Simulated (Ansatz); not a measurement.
The cluster B₇N₆⁺, relaxed as a singlet with RKS PBE-D4/def2-SVP in Ansatz, starting from the GFN2-xTB geometry. Force threshold 0.03 eV/Å.

The restricted singlet is unstable towards broken spin symmetry in Hartree–Fock (as tested in another run); at PBE-D4/def2-SVP this wasn't settled. Another isomer (singlet) lies 5.97 eV lower at PBE0-D4/def2-TZVP; other spin states weren't run for this one.

Start:

```
atom    x (Å)    y (Å)    z (Å)
  B1  -1.1995   1.8685   1.7139
  B2   1.7387  -1.0936  -0.0098
  B3  -0.5720  -2.2706  -4.0084
  B4   2.1589  -0.4665   1.3694
  B5   0.8843   1.1909   2.6998
  B6  -0.2715  -0.9270  -1.6991
  B7  -1.7015   0.8010  -0.4304
  N8   0.8960  -1.1696  -0.9448
  N9  -0.4397  -1.6506  -2.9527
 N10  -0.2338   1.8478   2.6235
 N11  -1.2374  -0.0516  -1.2951
 N12   1.8391   0.3389   2.3092
 N13  -1.8617   1.5823   0.6245
```

| step | energy (eV) | largest force component (eV/Å) | SCF passes |
| --- | --- | --- | --- |
| 1 | -13641.8733 | 2.126 | 46 |
| 2 | -13642.0874 | 1.276 | 28 |
| 3 | -13642.1898 | 0.610 | 29 |
| 4 | -13642.2430 | 0.568 | 33 |
| 5 | -13642.2702 | 0.329 | 36 |
| 6 | -13642.2863 | 0.326 | 36 |
| 7 | -13642.2991 | 0.154 | 32 |
| 8 | -13642.3003 | 0.022 | 28 |

Force components are those of the run's own axes.

End:

```xyz
13

B    -1.105    1.830    1.753
B     1.654   -1.031   -0.017
B    -0.541   -2.390   -4.125
B     2.049   -0.363    1.417
B     0.869    1.204    2.722
B    -0.297   -0.998   -1.841
B    -1.638    0.791   -0.403
N     0.876   -1.184   -1.009
N    -0.538   -1.682   -3.073
N    -0.236    1.925    2.766
N    -1.201   -0.064   -1.310
N     1.916    0.384    2.465
N    -1.807    1.580    0.654
```

By distances, no bond broke or formed. The bond that changes most is B2–B4, from 1.57 to 1.63 Å (atoms count from 1).

No frequencies were taken in this run, so the end may be a saddle point.

Run time 29 s (6 threads of Intel Xeon on a shared host).
